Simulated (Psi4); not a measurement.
Psi4 input (wB97X-D/6-31G*):

```
memory 1500 MB

molecule {
1 2
B    -0.00000000   -0.00000000   -0.20072794
H     0.00000000    0.00000000    1.00363971
symmetry c1
no_reorient
no_com
}

set {
  basis 6-31G*
  reference uks
  scf_type pk
  dft_radial_points 99
  dft_spherical_points 590
  e_convergence 1e-8
  d_convergence 1e-7
  maxiter 150
}

e = energy('wb97x-d')
print_out(f'\nFINAL {e:.10f} DIPOLE {variable("CURRENT DIPOLE")[0]:.6f} {variable("CURRENT DIPOLE")[1]:.6f} {variable("CURRENT DIPOLE")[2]:.6f}\n')
```

Task: Predict the final energy.

Result: -24.92973 Eh.
